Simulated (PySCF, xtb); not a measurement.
C2Fe, SMILES [C]1[Fe][C]1, multiplicity 5.

Harmonic wavenumbers (cm⁻¹) from GFN2-xTB (xtb) at its own minimum, in rising order: 358, 373, 1922.

Task: What does PBE-D3(BJ)/def2-TZVP run with PySCF give at its own minimum? (An estimate is asked for; the answer gives what the named calculation found.)

Result: 446, 574, 1655. Paired by order, the mean absolute difference is 186 cm⁻¹ and the zero-point energies are 3.8 and 3.8 kcal/mol.
